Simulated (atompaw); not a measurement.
## An all-electron radial function and its pseudo partner (O (Z = 8))

Columns: radius, all-electron u(r) and pseudo u(r) of the 2p shell (level -9.45 eV) of oxygen in the configuration [He] 2s1 2p5; PBE, non-relativistic, PAW (atompaw) scheme, atompaw 4.2.0.5.

```json
{"r (bohr)": "0.082", "all-electron": "0.0743", "pseudo": "0.0062"}
{"r (bohr)": "0.163", "all-electron": "0.2194", "pseudo": "0.0243"}
{"r (bohr)": "0.245", "all-electron": "0.3760", "pseudo": "0.0539"}
{"r (bohr)": "0.326", "all-electron": "0.5144", "pseudo": "0.0932"}
{"r (bohr)": "0.408", "all-electron": "0.6289", "pseudo": "0.1414"}
{"r (bohr)": "0.489", "all-electron": "0.7157", "pseudo": "0.1954"}
{"r (bohr)": "0.571", "all-electron": "0.7787", "pseudo": "0.2544"}
{"r (bohr)": "0.652", "all-electron": "0.8191", "pseudo": "0.3145"}
{"r (bohr)": "0.734", "all-electron": "0.8413", "pseudo": "0.3749"}
{"r (bohr)": "0.815", "all-electron": "0.8482", "pseudo": "0.4318"}
{"r (bohr)": "0.897", "all-electron": "0.8434", "pseudo": "0.4846"}
{"r (bohr)": "0.978", "all-electron": "0.8296", "pseudo": "0.5301"}
{"r (bohr)": "1.060", "all-electron": "0.8090", "pseudo": "0.5680"}
{"r (bohr)": "1.142", "all-electron": "0.7834", "pseudo": "0.5968"}
{"r (bohr)": "1.223", "all-electron": "0.7550", "pseudo": "0.6156"}
{"r (bohr)": "1.305", "all-electron": "0.7240", "pseudo": "0.6250"}
{"r (bohr)": "1.386", "all-electron": "0.6921", "pseudo": "0.6253"}
{"r (bohr)": "1.468", "all-electron": "0.6593", "pseudo": "0.6172"}
{"r (bohr)": "1.549", "all-electron": "0.6268", "pseudo": "0.6022"}
{"r (bohr)": "1.631", "all-electron": "0.5944", "pseudo": "0.5815"}
{"r (bohr)": "1.712", "all-electron": "0.5630", "pseudo": "0.5571"}
{"r (bohr)": "1.794", "all-electron": "0.5321", "pseudo": "0.5299"}
{"r (bohr)": "1.875", "all-electron": "0.5027", "pseudo": "0.5021"}
{"r (bohr)": "1.957", "all-electron": "0.4740", "pseudo": "0.4739"}
{"r (bohr)": "2.038", "all-electron": "0.4469", "pseudo": "0.4469"}
{"r (bohr)": "2.120", "all-electron": "0.4207", "pseudo": "0.4207"}
```

Problem. How many radial nodes do the two functions have?

Solution. The all-electron 2p function has n − l − 1 = 0; the pseudo-wave has 0.

Problem. Is the pseudo-wave norm-conserving?

Solution. No, it belongs to a PAW set: the norm inside the radius is not constrained, and the difference is carried by the augmentation charge.
